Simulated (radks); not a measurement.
The numbers below are computed, except where a source is named.
Q: Species: Mo+. Configuration: [Kr] 4d5. Level of theory: scalar-relativistic Kohn-Sham, LDA (Slater exchange, VWN5 correlation), spin-polarised, spherical densities, finite nucleus; open shells are filled with parallel spins first (spin-orbit coupling, left out, can overturn this in heavy ions); Fermi nuclear charge, rms radius 4.4091 fm; hard spherical wall at 1.5 bohr (a radial shooting solver on a logarithmic mesh with Libxc functionals). Some entries of the table are withheld. Estimate them.

| orbital | occ. | eigenvalue (Ry) | <r> (bohr) | <1/r> (bohr^-1) |
|---|---|---|---|---|
| 1s up | 1 | -1444.225 | 0.03521 | 43.49 |
| 1s down | 1 | -1444.220 | 0.03521 | 43.49 |
| 2s up | 1 | -195.6279 | 0.1541 | 9.776 |
| 2s down | 1 | -195.4275 | 0.1541 | 9.780 |
| 2p up | 3 | -173.8458 | 0.1343 | 9.513 |
| 2p down | 3 | -173.6880 | 0.1342 | 9.517 |
| 3s up | 1 | -26.71446 | 0.4377 | 3.295 |
| 3s down | 1 | -26.58051 | 0.4375 | 3.294 |
| 3p up | 3 | -19.64195 | 0.4421 | 3.122 |
| 3p down | 3 | -19.49786 | 0.4417 | 3.121 |
| 3d up | 5 | -7.99855 | 0.4346 | 2.863 |
| 3d down | 5 | -7.80697 | 0.4340 | 2.863 |
| 4s up | 1 | 2.81595 | 0.8890 | 1.555 |
| 4s down | 1 | 3.22258 | 0.8881 | 1.557 |
| 4p up | 3 | 5.43782 | 0.8942 | 1.539 |
| 4p down | 3 | 5.84596 | 0.8937 | 1.539 |
| 4d up | 5 | 9.73896 | 0.8846 | (1) |
| 4d down | 0 | 10.15061 | 0.8845 | (2) |
| 4f up | 0 | 13.29778 | 0.9168 | (3) |
| 4f down | 0 | 13.68173 | 0.9143 | (4) |
| 5s up | 0 | 26.67969 | (5) | 1.843 |
| 5s down | 0 | 26.98438 | (6) | 1.844 |
| 5p up | 0 | 29.00497 | 0.8679 | 1.847 |
| 5p down | 0 | 29.30723 | 0.8681 | 1.848 |

A: 
(1) 4d up <1/r> (bohr^-1): 1.525
(2) 4d down <1/r> (bohr^-1): 1.525
(3) 4f up <1/r> (bohr^-1): 1.179
(4) 4f down <1/r> (bohr^-1): 1.184
(5) 5s up <r> (bohr): 0.8847
(6) 5s down <r> (bohr): 0.8850
